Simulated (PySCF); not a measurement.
## Mayer bond orders and bond lengths

C₄H₇FO₂.
Atom-mapped SMILES: `[CH3:1][O:2][C@H:3]([CH3:4])[C:5](=[O:6])[F:7]` (hydrogens: H8, H9, H10 on C1; H11 on C3; H12, H13, H14 on C4)

Structure used (GFN2-xTB), in Å, numbered top down from 1:
```
atom  x, y, z in Å
C1     1.9741    0.0443   -0.4653
O2     0.6745   -0.4249   -0.7484
C3    -0.2736   -0.1772    0.2544
C4    -1.5488   -0.9562   -0.0869
C5    -0.6173    1.2896    0.3677
O6    -0.3279    2.2068   -0.3101
F7    -1.4036    1.4946    1.4726
H8     2.0099    1.1357   -0.4067
H9     2.5969   -0.2928   -1.2906
H10    2.3492   -0.3809    0.4736
H11    0.1056   -0.5001    1.2420
H12   -1.9146   -0.6402   -1.0600
H13   -2.3117   -0.7837    0.6667
H14   -1.3135   -2.0153   -0.1312
```

Bond orders from the PBE0/pcSseg-1 density (PySCF). The structure is a single GFN2-xTB conformer in the gas phase; no vibrational or solvent corrections.

Question: How far do the computed orders between heavy atoms stray from the drawn ones?

Answer: The largest departure is 0.095, at C5–O6 (drawn double, 2.095).

Question: Set the Mayer orders of the bonds between heavy atoms beside their lengths.

Answer: 
```json
{"bond": "C1–O2", "drawn as": "single", "length (Å)": "1.410", "Mayer order": "0.915"}
{"bond": "O2–C3", "drawn as": "single", "length (Å)": "1.402", "Mayer order": "0.951"}
{"bond": "C3–C4", "drawn as": "single", "length (Å)": "1.533", "Mayer order": "1.022"}
{"bond": "C3–C5", "drawn as": "single", "length (Å)": "1.511", "Mayer order": "0.930"}
{"bond": "C5–O6", "drawn as": "double", "length (Å)": "1.177", "Mayer order": "2.095"}
{"bond": "C5–F7", "drawn as": "single", "length (Å)": "1.372", "Mayer order": "0.932"}
```

Bonds between the same two heavy elements. C–O: lowest C1–O2 (0.915, 1.410 Å), highest C5–O6 (2.095, 1.177 Å). C–C: lowest C3–C5 (0.930, 1.511 Å), highest C3–C4 (1.022, 1.533 Å); in 1 of the 1 pairs the longer bond (by over 0.003 Å) has the higher order (by 0.02 or more).

Question: And the bonds to hydrogen?

Answer: C–H: 0.91 to 0.97 (7 bonds).

Question: Sum the orders of all bonds at each heavy atom with more than one neighbour and set the sums beside the valence in the SMILES.

Answer: C1 3.802 (drawn 4), O2 1.866 (drawn 2), C3 3.817 (drawn 4), C4 3.894 (drawn 4), C5 3.957 (drawn 4). Orders between atoms that aren't bonded are not in these sums.

The Mayer order sums products of elements of PS (density times overlap matrix) between the two atoms' basis functions, so it depends on the basis set.
